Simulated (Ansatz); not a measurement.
Cost and result for the atomization energy of FH$_{4}$SbSi (`[F][SbH][SiH3]`) (7 atoms, 6 bonds).

Total charge 0; spin multiplicity 1. Correlated methods include outer-core shells of Sb, which these sets cover unevenly. Sb takes the def2 core potential. The geometry is a stationary point of PBE0-D4/def2-TZVP. Program: Ansatz. All runs use 4 threads of an Arm Neoverse V2 on a shared host. Times are those of one run each, without the atoms' runs, and a repeat can differ threefold. Electronic energies, without spin–orbit coupling; frozen cores. CCSD(T)/CBS adds CCSD(T) − MP2 in def2-TZVPP to the MP2 limit, and its time is that of the two runs behind it. T1 = 0.014. With those shells the extrapolation isn't a true limit.

CCSD(T)/CBS is a level of theory with its own doubt, some kJ/mol a heavy atom from the limit and from the frozen cores, so smaller differences don't rank the functionals.

| level | functions | wall time |
| --- | --- | --- |
| BLYP-D4/def2-TZVPP | 179 | 1.1 s |
| LDA (SPW92)/def2-TZVPP | 179 | 1.2 s |
| PBE-D4/def2-TZVPP (with forces) | 179 | 1.4 s |
| BHLYP-D4/def2-TZVPP | 179 | 1.6 s |
| CCSD(T)/def2-SVP | 78 | 1.6 s |
| r2SCAN-D4/def2-TZVPP (with forces) | 179 | 2.8 s |
| PBE-QIDH/def2-TZVPP | 179 | 3 s |
| r2SCANh-D4/def2-TZVPP | 179 | 3.1 s |
| ωB97X-V/def2-TZVPP | 179 | 4.3 s |
| ωB97M-V/def2-TZVPP (with forces) | 179 | 6.5 s |
| MP2/def2-QZVPP | 329 | 7.5 s |
| CCSD(T)/def2-TZVPP | 179 | 39 s |
| CCSD(T)/CBS(def2) | – | 46 s |

Task: What atomization energy does each give, and how far from CCSD(T)/CBS? (Estimate.)

Result: The calculation gave: 
| level | atomization (kcal/mol) | difference from CCSD(T)/CBS | per bond |
| --- | --- | --- | --- |
| BLYP-D4/def2-TZVPP | 451.0 | 1.3 | 0.2 |
| LDA (SPW92)/def2-TZVPP | 510.2 | 60.5 | 10.1 |
| PBE-D4/def2-TZVPP (with forces) | 448.3 | -1.4 | -0.2 |
| BHLYP-D4/def2-TZVPP | 435.7 | -14.0 | -2.3 |
| CCSD(T)/def2-SVP | 400.3 | -49.4 | -8.2 |
| r2SCAN-D4/def2-TZVPP (with forces) | 445.0 | -4.7 | -0.8 |
| PBE-QIDH/def2-TZVPP | 432.5 | -17.2 | -2.9 |
| r2SCANh-D4/def2-TZVPP | 440.9 | -8.8 | -1.5 |
| ωB97X-V/def2-TZVPP | 454.3 | 4.6 | 0.8 |
| ωB97M-V/def2-TZVPP (with forces) | 445.5 | -4.2 | -0.7 |
| MP2/def2-QZVPP | 438.0 | -11.7 | -2.0 |
| CCSD(T)/def2-TZVPP | 431.5 | -18.2 | -3.0 |
| CCSD(T)/CBS(def2) | 449.7 | 0.0 | 0.0 |

In def2-TZVPP, CCSD(T) changes the Hartree–Fock value by +123.9 kcal/mol (the triples alone add +6.6 kcal/mol) and MP2 by +119.1 kcal/mol; breaking electron pairs costs correlation energy, which Hartree–Fock lacks. From BLYP to BHLYP (50 % exact exchange), in def2-TZVPP and without D4, the atomization energy moves by −13.0 kcal/mol: exact exchange takes away binding that semilocal exchange gives to molecules. The D4 term adds +5.5 kcal/mol with B3LYP and +2.8 kcal/mol with PBE0; it sums over pairs of atoms, weighted by their polarisabilities, and B3LYP, whose exchange is more repulsive, gets the larger term.

B3LYP here is the variant with VWN-RPA as its local correlation; programs differ in this.
